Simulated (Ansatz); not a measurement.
Stretching the Ge1–H2 bond in BrGeH (SMILES [GeH][Br]) (multiplicity 1 held, fragments rigid). Energies count from the point at 1.603 Å.
Geometry at that point (charge 0, multiplicity 1):
```xyz
3

Ge    -0.6857    -0.5787     0.8219
H     -1.7232    -1.0732    -0.2958
Br     0.6761     0.5597    -0.7430
```

U- levels take the lowest unrestricted solution at each point, which mixes spins at long bonds. Active spaces are followed from a long bond inwards. Levels need not reach the same state.

Cores are frozen in the correlated methods. Filled d and f shells under p-block atoms count as core.

Codes used: Ansatz (a quantum-chemistry and plane-wave program). 

Energies in kcal/mol.

| R (Å) | U-SCS-MP2/cc-pVDZ | CASSCF(2,2)/cc-pVDZ | SC-NEVPT2 on CASSCF(2,2)/cc-pVDZ | FIC-NEVPT4(SD) on CASSCF(2,2)/cc-pVDZ | FIC-MRCISD+Q on CASSCF(2,2)/cc-pVDZ |
|---|---|---|---|---|---|
| 1.283 | 27.8 | 27.4 | 27.0 | 26.4 | 26.1 |
| 1.443 | 5.8 | 5.6 | 5.5 | 5.1 | 5.0 |
| 1.603 | 0.0 | 0.0 | 0.0 | 0.0 | 0.0 |
| 1.764 | 3.5 | 2.5 | 2.7 | 3.0 | 3.2 |
| 1.924 | 11.3 | 8.9 | 9.2 | 9.9 | 10.3 |
| 2.164 | 29.1 | 20.7 | 21.3 | 22.5 | 23.1 |
| 2.405 | 47.4 | 32.2 | 33.0 | 34.5 | 35.3 |
| 2.806 | 59.3 | 46.7 | 47.9 | 49.8 | 50.7 |
| 3.207 | 62.9 | 54.8 | 56.3 | 58.4 | 59.4 |
| 3.687 | 64.3 | 58.9 | 60.7 | 62.8 | 63.9 |
| 4.329 | 64.7 | 60.4 | 62.4 | 64.5 | 65.6 |
| 5.130 | 64.8 | 60.8 | 62.7 | 64.9 | 66.0 |

Doubts at one or more of the structures used: a spin-contaminated determinant (U-SCS-MP2/cc-pVDZ).
